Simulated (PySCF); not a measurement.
Delta-SCF ions had no search for a lower state. Excitations are Tamm–Dancoff values on a coarser integration grid. The basis has no diffuse functions, so Rydberg states are missing or too high.

# H3FSi3, SMILES `F[SiH]1[SiH]=[SiH]1` (charge 0, multiplicity 1)

Method: PBE-D3(BJ)/def2-TZVP // r2SCAN-D4/def2-TZVP in PySCF.

- HOMO: -5.74 eV
- dipole moment: 1.67 D
- HOMO–LUMO gap: 3.04 eV
- LUMO: -2.70 eV
- S1 excitation (TDA): 3.81 eV
- S1 oscillator strength: 0.023
- T1 excitation (TDA): 2.34 eV
- S1–T1 gap (TDA): 1.47 eV
- vertical ionisation energy (Delta-SCF): 8.44 eV
- total energy: -969.6509 Ha
- cost: around 2.0 core-minutes (rough)

Bonds (Å): F1–Si2 1.608, Si2–Si3 2.266, Si2–Si4 2.266, Si2–H5 1.484, Si3–Si4 2.128, Si3–H6 1.492, Si4–H7 1.492. Bond angles (°): F1–Si2–Si3 121.9, F1–Si2–Si4 121.9, F1–Si2–H5 102.8, Si3–Si2–Si4 56.0, Si3–Si2–H5 124.9, Si4–Si2–H5 124.9, Si2–Si3–Si4 62.0, Si2–Si3–H6 149.7, Si4–Si3–H6 148.2, Si2–Si4–Si3 62.0, Si2–Si4–H7 149.7, Si3–Si4–H7 148.2.
